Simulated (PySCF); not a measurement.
Species: C6H9Cl2FSi.
SMILES with atom numbers: `[CH3:1][C:2]1=[CH:3][Si@@:4]([F:5])([CH:6]([Cl:7])[Cl:8])[CH2:9][CH2:10]1`

Geometry (GFN2-xTB, Å), atoms numbered from 1 in this order:
```xyz
19
C6H9Cl2FSi angstrom
C      2.6264    0.3888    0.7048
C      1.2337    0.0154    0.3254
C      0.2184   -0.1211    1.1850
Si    -1.3368   -0.6173    0.2975
F     -2.0782   -1.9745    0.7973
C     -2.7809    0.6546    0.3097
Cl    -3.1616    1.1192    1.9834
Cl    -2.3348    2.1024   -0.6167
C     -0.4315   -0.8305   -1.3548
C      0.9534   -0.1964   -1.1376
H      2.7017    0.5970    1.7686
H      3.3089   -0.4245    0.4588
H      2.9483    1.2675    0.1469
H      0.3451    0.0495    2.2407
H     -3.7072    0.2785   -0.1233
H     -0.3222   -1.8917   -1.5715
H     -0.9272   -0.3823   -2.2116
H      0.9928    0.7805   -1.6266
H      1.7418   -0.8060   -1.5837
```

Probes without a nucleus sit at each ring's centroid and 1 Å off its mean plane on both sides; NICS is minus the shielding there, NICSzz its component along the normal. Level: GIAO PBE0/pcSseg-1 (PySCF, non-relativistic, gas phase) on the GFN2-xTB geometry, one conformer.

Ring bond lengths (Å), with Mayer bond orders in brackets: C2–C3 1.337 (1.85), C3–Si4 1.858 (0.92), Si4–C9 1.896 (0.89), C9–C10 1.539 (1.03), C10–C2 1.505 (1.02).

Task: What do the NICS probes read (ppm)?

Result: 
```
            ring                                                      type  NICS(0)  NICS(1), two faces  NICS(1)zz, two faces  rms pucker (Å)  centre to ring atoms, mean (Å)
C2–C3–Si4–C9–C10  5-membered ring with Si; formal bonds 1 double, 4 single     -3.0         -3.9 / -3.9           -3.3 / -4.3            0.07                            1.38
```

Task: What do they say, and how far can they be read as aromaticity?

Result: 
- C2–C3–Si4–C9–C10: mean NICS(1)zz -3.8 ppm, shielded. Si4, C9, C10 have four or more neighbours; no verdict on aromaticity is drawn.

Task: What field does 11.7 T along the ring normal induce along that normal at the first NICS(1) probe listed for ring C2–C3–Si4–C9–C10, 1 Å off the ring?

Result: NICSzz × B0 = -3.3 ppm × 11.7 T = -39 μT, against the applied field.
